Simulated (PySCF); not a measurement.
CH₇AlN₂. Atoms are numbered in the order given.

```xyz
11

Al     0.0230     0.0236     0.0047
C     -1.4564    -1.2511    -0.1395
H     -1.2267    -2.0483    -0.8679
H     -2.3900    -0.7679    -0.4729
H     -1.6659    -1.7481     0.8229
N      0.0036     1.5497    -0.9141
H      0.7291     2.2597    -0.9184
H     -0.7535     1.8364    -1.5267
N      1.4231    -0.3254     1.0497
H      2.2428     0.2606     1.1737
H      1.5177    -1.1627     1.6158
```

Geometry: B3LYP-D3(BJ)/def2-SVP. The structure was generated by enumeration; whether it is a known compound was not checked. One conformer was computed; it need not be the lowest.

Calculation: IEF-PCM-ωB97X/def2-SVP (PySCF 2.14.0).

The values are the electrostatic part of the solvation free energy, E(continuum) − E(gas) at the gas-phase geometry, in a cavity of scaled van der Waals radii (PySCF's table); cavitation and dispersion terms are not included. A continuum can't describe solvent molecules that bind to the metal. In vacuum the orbital gap is 11.58 eV. The dipole moment in vacuum is 0.73 D.

```tsv
solvent	ε	ΔG(elec) (kcal/mol)	dipole (D)	gap (eV)
water	78.36	-4.3	0.87	11.68
chloroform	4.71	-3.0	0.83	11.65
acetone	20.49	-4.1	0.86	11.68
```
